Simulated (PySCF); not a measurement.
**Magnetisability: `[CH3][Ge]([CH3])([N]=C=S)[N]=C=S`, C₄H₆GeN₂S₂**

Geometry:
```
atom   x (Å)   y (Å)   z (Å)
 Ge1  -0.145   0.001  -0.105
  N2  -0.028   0.017   1.698
  C3  -0.021   0.005   2.891
  S4  -0.015  -0.005   4.443
  N5   1.593  -0.018  -0.596
  C6   2.726  -0.007  -0.968
  S7   4.197   0.001  -1.463
  C8  -0.916   1.729  -0.677
  H9  -0.825   1.841  -1.754
 H10  -0.387   2.548  -0.194
 H11  -1.966   1.784  -0.407
 C12  -0.941  -1.728  -0.642
 H13  -1.936  -1.830  -0.218
 H14  -0.322  -2.547  -0.283
 H15  -1.013  -1.792  -1.724
```

Level of theory: GIAO B97-D/def2-SVP magnetisability, rotational g tensor and spin-rotation constants, non-relativistic, gas phase in PySCF. Geometry: GFN2-xTB.

The calculation is non-relativistic, which matters for the atoms heavier than Zn.

How diamagnetic is it, and how anisotropic?

Isotropic -2020 × 10⁻³⁰ J/T², or -121.6 × 10⁻⁶ cm³/mol; principal values -2114, -2018, -1926 × 10⁻³⁰ J/T², anisotropy 163 × 10⁻³⁰ J/T² (root of half the summed squared differences of the principal values). The susceptibility is in cgs units.

Split it along the inertial axes a, b, c into diamagnetic and paramagnetic parts about the centre of mass, with the quadrupole moment.


```
axis  χ (10⁻⁶ cm³/mol)  diamagnetic (10⁻⁶ cm³/mol)  paramagnetic (10⁻⁶ cm³/mol)  summed x² of all electrons (Å²)  quadrupole Θ (D Å)
   a            -127.3                     -1303.6                       1176.3                            537.9              -15.62
   b            -121.5                     -2610.5                       2488.9                            229.8               +7.27
   c            -116.0                     -3257.1                       3141.1                             77.4               +8.35
```
Anisotropies 2χaa − χbb − χcc = -17.1 and 2χbb − χaa − χcc = +0.3 × 10⁻⁶ cm³/mol. Θ is traceless in Buckingham's convention.

And the rotational g tensor?


| axis | rotational constant (GHz) | g | nuclear part | electronic part |
| --- | --- | --- | --- | --- |
| a | 0.9976 | -0.0021 | 0.5492 | -0.5513 |
| b | 0.4463 | -0.0050 | 0.5169 | -0.5218 |
| c | 0.3502 | -0.0049 | 0.5119 | -0.5168 |

Asymmetric top; isotopes 12C, 74Ge, 1H, 14N, 32S; no vibrational averaging.
